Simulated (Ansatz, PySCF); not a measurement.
This Ansatz (a first-principles code) input computes a PBE0/def2-TZVPD energy:

Ansatz 0.2 input:
```yaml
crystal:
  periodic: [false, false, false]
  atoms:
    - {symbol: C, position_ang: [-1.04781679, 0.10932284, -0.37262433]}
    - {symbol: Si, position_ang: [0.55917462, -0.05617424, 0.25288161]}
    - {symbol: H, position_ang: [-1.75364330, -0.72226473, -0.31024367]}
    - {symbol: H, position_ang: [-1.53931018, 1.08500344, -0.38271922]}
    - {symbol: H, position_ang: [1.75140953, -0.23223646, -0.61163372]}
basis:
  gaussian:
    orbitals: def2-TZVPD
hamiltonian:
  xc: {name: PBE0}
total_charge: 1
output: {forces: true}
```

Task: Write an input for the same energy in PySCF and say what it gives.

Result: 
```python
from pyscf import gto, scf, dft

mol = gto.M(
    atom='''
    C    -1.04781679    0.10932284   -0.37262433
    Si    0.55917462   -0.05617424    0.25288161
    H    -1.75364330   -0.72226473   -0.31024367
    H    -1.53931018    1.08500344   -0.38271922
    H     1.75140953   -0.23223646   -0.61163372
    ''',
    basis='def2-tzvpd',
    charge=1,
    spin=0,
    verbose=4,
)

mf = dft.RKS(mol, xc='pbe0').density_fit(auxbasis='def2-universal-jkfit')
mf.grids.level = 3
mf.conv_tol = 1e-9
mf.max_cycle = 100
mf.max_memory = 1500
mf.kernel()
if not mf.converged:
    mf = mf.newton()
    mf.kernel(mf.make_rdm1())
mf.analyze()
```
It gives -328.83039 Eh, and Ansatz -328.83034 Eh, a difference of 0.05 mEh, from the treatment of integrals and grids.
